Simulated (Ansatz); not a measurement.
The linear singlet lies higher and needs more than one determinant, so no gap is given.

A geometry relaxed with Ansatz (a first-principles code) with B3LYP-D3(BJ)/def2-TZVP, charge 1, multiplicity 3:

```xyz
3

N     -1.2583     0.0000     0.0000
C      0.0648     0.0000     0.0000
O      1.1935     0.0000     0.0000
```

Q: Write the SMILES of this molecule.

A: `N#C[O+]`
